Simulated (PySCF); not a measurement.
Run record for `CC[C@@H]1CC[C@@H]1C`: wB97X/pcseg-1, TDA, 3 singlets.

Method: TDA wB97X/pcseg-1, vertical, gas phase, core orbitals frozen in the response (PySCF 2.14.0, density-fitted response routines). Geometry: GFN2-xTB. The command runs a driver script over a list of jobs; the input below is this job's line of settings and its coordinates in Å.

Command:
```bash
OMP_NUM_THREADS=1 python probes_run.py task.json out
```

Input:
```
{"job": {"kind": "uv", "xc": "wB97X", "basis": "pcseg-1", "nstates": 3, "ntriplets": 0, "tda": true}, "charge": 0, "multiplicity": 1}
C      2.571045    -0.590714     0.106642
C      1.106150    -0.917550    -0.162721
C      0.301856     0.345011    -0.433359
C      0.030978     1.285283     0.754505
C     -1.427839     1.419244     0.297017
C     -1.225865     0.237403    -0.670094
C     -1.889621    -1.047259    -0.203885
H      3.013957    -0.090003    -0.751822
H      3.135903    -1.499200     0.303136
H      2.661034     0.064820     0.969791
H      1.036906    -1.579322    -1.029678
H      0.693849    -1.447112     0.697480
H      0.772130     0.886889    -1.257952
H      0.125349     0.778690     1.713293
H      0.611916     2.204942     0.784155
H     -1.626760     2.358976    -0.213974
H     -2.184128     1.269476     1.064853
H     -1.526806     0.436854    -1.701569
H     -1.561486    -1.892644    -0.804204
H     -2.970069    -0.957584    -0.300564
H     -1.657420    -1.249257     0.838480
```

Output:
```
coarse grid: 16288 points
cycle   1  E = -274.9604373542  dE =  1.159e+00  |g| = 2.278e-01  |ddm| = 4.240e+00
cycle   2  E = -274.9758580348  dE = -1.542e-02  |g| = 9.615e-02  |ddm| = 3.235e-01
cycle   3  E = -274.9780953628  dE = -2.237e-03  |g| = 3.722e-02  |ddm| = 1.216e-01
cycle   4  E = -274.9784729972  dE = -3.776e-04  |g| = 4.170e-03  |ddm| = 4.413e-02
cycle   5  E = -274.9784774213  dE = -4.424e-06  |g| = 1.553e-03  |ddm| = 7.015e-03
final grid: 153664 points
cycle   6  E = -275.0304214400  dE = -1.082e-04  |g| = 3.184e-03  |ddm| = 4.437e-02
cycle   7  E = -275.0304248991  dE = -3.459e-06  |g| = 1.523e-03  |ddm| = 7.382e-03
cycle   8  E = -275.0304254057  dE = -5.066e-07  |g| = 6.753e-04  |ddm| = 2.014e-03
cycle   9  E = -275.0304255405  dE = -1.348e-07  |g| = 6.271e-05  |ddm| = 1.051e-03
cycle  10  E = -275.0304255421  dE = -1.583e-09  |g| = 2.843e-05  |ddm| = 1.760e-04
cycle  11  E = -275.0304255424  dE = -2.905e-10  |g| = 6.156e-06  |ddm| = 7.319e-05
converged SCF energy = -275.0304255424

Static polarisability (au): isotropic 73.861, principal 66.179 73.951 81.455

Singlet excitations
state   eV       nm        f      main configurations
  1   8.9532    138.5   0.00989   H->L 0.83
  2   8.9640    138.3   0.03036   H-1->L 0.82
  3   9.4488    131.2   0.00750   H-2->L 0.53, H-1->L+1 0.16, H->L+1 0.14
```

The SCF starts on a coarse grid where the log names one; the energy can jump when the final grid takes over, and dE then counts from the start density on the new grid. H and L stand for HOMO and LUMO; the number after each pair is its weight.

Q: Give the mean polarisability as a volume in Å³, and the ratio of the largest to the smallest principal value.

A: 73.861 au × 0.148185 = 10.95 Å³; 81.455/66.179 = 1.23.

Q: How does the lowest singlet excitation compare with the HOMO–LUMO gap?

A: HOMO -10.46 eV and LUMO 3.44 eV give a gap of 13.90 eV; S1 at 8.95 eV lies 4.95 eV below it.

In short: SCF converged in 11 cycles with 168 basis and 847 fitting functions; HOMO -10.46 eV, LUMO 3.44 eV; lowest singlet 8.95 eV; mean polarisability 73.9 au.

Q: How long does this job take on one thread of an AMD EPYC 7571, shared host with 64 logical CPUs at a one-minute load of 60? And the peak memory of the process?

A: About 51 s, with 0.79 GiB resident at the peak, the Python interpreter and its libraries included.

The values belong to the conformer `[CH3:1][CH2:2][C@@H:3]1[CH2:4][CH2:5][C@@H:6]1[CH3:7]`: C1–C2–C3–C4 -71°.
